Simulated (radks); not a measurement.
Task: Excited configurations of Ge IV: one electron is placed in a higher orbital outside [Ar] 3d10. The ground configuration is [Ar] 3d10 4s1. Method: scalar-relativistic Kohn-Sham, PBE, spin-unpolarised, spherical densities, finite nucleus; Fermi nuclear charge, rms radius 4.0742 fm; computed with a radial shooting solver on a logarithmic mesh with Libxc functionals. Excitation = E - E(ground); binding = E(ion) - E, where the ion is the core of charge +4; n* = 4/sqrt(2 binding) in atomic units, and the quantum defect is n - n*.

outer orbital  excitation (eV)  binding (eV)     n*  quantum defect  eigenvalue (eV)  <r> (bohr)
4f                      32.543        13.799  3.972           0.028          -11.669       4.375
6d                      37.797         8.545  5.047           0.953           -7.599       9.016
6f                      39.917         6.425  5.821           0.179           -5.686       11.42
7f                      41.590         4.752  6.769           0.231           -4.249       16.04

Estimate the row for 7d.

Result: excitation (eV) 40.317; binding (eV) 6.025; n* 6.011; quantum defect 0.989; eigenvalue (eV) -5.406; <r> (bohr) 13.11. The Delta-SCF ionisation energy is 46.342 eV (NIST Atomic Spectra Database: 45.716 eV, measured). Self-interaction in the functional shifts the binding energies and quantum defects, so they are the method's values and not measured ones. Spin polarisation and multiplet splitting are left out, so open shells lie too high by an amount that depends on their filling.

Beside tabulated values, note that spin-unpolarised runs miss the spin-polarisation part of the exchange energy of open shells.
